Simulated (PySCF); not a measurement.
dimethyl telluride (C₂H₆Te), SMILES C[Te]C.

The structure is a stationary point at B3LYP-D3(BJ)/def2-SVP. The def2 effective core potentials stand for the cores of Te; spin–orbit coupling is left out.

Method: PBE/def2-TZVPD in PySCF.

Symmetry labels are those of the subgroup C2v that the program uses (full group C2v).

List the valence orbital energies around the gap with their symmetry. (The exact figures need the calculation; the answer reports its results.)


```csv
orbital,symmetry,energy (eV)
HOMO−7,A1,-13.99
HOMO−6,A1,-10.30
HOMO−5,B2,-10.26
HOMO−4,B1,-9.96
HOMO−3,A2,-9.88
HOMO−2,B1,-7.95
HOMO−1,A1,-7.18
HOMO,B2,-4.68
LUMO,B1,-1.45
LUMO+1,A1,-0.70
LUMO+2,A1,-0.20
LUMO+3,B2,0.42
```
